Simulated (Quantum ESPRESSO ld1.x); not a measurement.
Species: He II. Configuration: 1s0.75 2s0.25 (fractional occupations, a model configuration).

Calculated with ld1.x of Quantum ESPRESSO 7.5: scalar-relativistic Kohn-Sham, RPBE, spin-unpolarised, spherical densities, point nucleus; without spin polarisation the odd electron is poorly described.

Energy parts (eV):
total: -43.57
kinetic: 43.29
electron-nucleus: -87.42
Hartree: 11.58
exchange-correlation: -11.02

Orbitals (lengths in bohr, moments of r in powers of bohr; <r^-3> diverges for s and p1/2; r(90%) holds 90 % of the orbital's charge):
| orbital | occ. | eigenvalue (eV) | r(90%) | <1/r> | <r^-3> | <r> |
|---|---|---|---|---|---|---|
| 1s | 0.75 | -43.6803 | 1.36 | 2.002 | - | 0.7577 |
| 2s | 0.25 | -7.8615 | 5.37 | 0.4193 | - | 3.492 |

The highest occupied level is 2s at -7.862 eV. The density falls to 0.001 e/bohr^3 at r = 2.55 bohr. Summed over all electrons, <r^2> = 4.149 bohr^2, which gives a Langevin (diamagnetic) susceptibility term of -3.29 x 10^-6 cm^3/mol.
